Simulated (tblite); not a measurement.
Compound: C4H5FNSi (doublet state).
Numbering: `[NH2:1][Si@H:2]1[C:3]=[CH:4][C:5]([F:6])=[CH:7]1` (hydrogens: H8, H9 on N1; H10 on Si2; H11 on C4; H12 on C7)

Geometry (GFN2-xTB, Å), atoms numbered from 1 in this order:
```
atom  x, y, z in Å
N1    -2.2353    0.2793   -0.4037
Si2   -0.8089    0.4282    0.5421
C3     0.1190   -1.1043    1.1459
C4     1.3268   -1.1793    0.6141
C5     1.6126   -0.1047   -0.3439
F6     2.8170   -0.1109   -0.9536
C7     0.6724    0.8098   -0.5743
H8    -2.2099   -0.2495   -1.2608
H9    -3.1164    0.1487    0.0636
H10   -1.0695    1.3887    1.6057
H11    2.0774   -1.9311    0.7998
H12    0.8161    1.6243   -1.2607
```

The geometry is computed with GFN2-xTB (gas phase). This method treats the open shell by occupation alone, without spin polarisation.

Take the most abundant isotopes and a rigid rotor. The values belong to one conformer with, in the numbering `[NH2:1][Si@H:2]1[C:3]=[CH:4][C:5]([F:6])=[CH:7]1`, H–N1–Si2–C3 -56° and 85°.

Q: Give the principal moments of inertia and the rotational constants in MHz.

A: Ia = 98.82, Ib = 337.17, Ic = 398.35 u·Å²; 505379 MHz·u·Å²/I gives A = 5114, B = 1499, C = 1269 MHz.

Q: Classify the top.

A: An asymmetric top; Ray's κ = -0.880.

Q: What does the inertial defect say?

A: Not planar: Δ = Ic − Ia − Ib = -37.64 u·Å². For a rigid frame Δ = −2 Σ m c², so Σ m c² = 18.82 u·Å² lies off the ab plane: 6.37 from hydrogen and 12.46 from heavier atoms. The atom farthest from that plane is 1.76 Å away.

Q: Give the other two planar moments, Paa and Pbb, and the rms extents of the mass along the axes.

A: Paa = Σ m a² = (Ib + Ic − Ia)/2 = 318.35 and Pbb = Σ m b² = (Ia + Ic − Ib)/2 = 80.00 u·Å². With the mass M = 114.02 u, the rms extents √(P/M) along a, b and c are 1.67, 0.84, 0.41 Å.

Q: Estimate the classical rotational partition function at 200 K, 298.15 K and 500 K.

A: Point group C1, symmetry number σ = 1; q = (√π/σ)·√((kT/h)³/(ABC)), k/h = 20836.6 MHz/K: 153000 at 200 K, 278000 at 298.15 K, 604000 at 500 K.

For this open shell read J as N, the rotation without spin; fine and hyperfine splittings come on top. Its GFN2-xTB frequencies are all real (lowest 100 cm⁻¹). No vibrational averaging or centrifugal distortion is included, and the geometry carries the error of its method.

On one thread, Arm Neoverse V2 (aarch64), shared host with 96 logical CPUs at a one-minute load of 57, this took 0.28 s wall. This is the geometry optimisation.
